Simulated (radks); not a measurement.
Values are calculated unless marked as measured or tabulated.
Question: Cd+, configuration [Kr] 4d10 5s1. Level of theory: scalar-relativistic Kohn-Sham, OLYP, spin-unpolarised, spherical densities, finite nucleus; Fermi nuclear charge, rms radius 4.6087 fm (a radial shooting solver on a logarithmic mesh with Libxc functionals). Some entries of the table are withheld. Estimate them.

| orbital | occ. | eigenvalue (hartree) | <r^2> (bohr^2) |
|---|---|---|---|
| 1s | 2 | -974.9761 | 0.001250 |
| 2s | 2 | -145.1481 | 0.02043 |
| 2p | 6 | -130.2999 | 0.01611 |
| 3s | 2 | -27.33161 | 0.1467 |
| 3p | 6 | -22.45906 | 0.1478 |
| 3d | 10 | (1) | 0.1329 |
| 4s | 2 | -4.22145 | (2) |
| 4p | 6 | -2.79132 | 1.055 |
| 4d | 10 | -0.75565 | (3) |
| 5s | 1 | -0.46539 | 8.293 |
| 5p | 0 | -0.26482 | 15.20 |

Answer: 
(1) 3d eigenvalue (hartree): -14.84104
(2) 4s <r^2> (bohr^2): 0.8757
(3) 4d <r^2> (bohr^2): 1.927
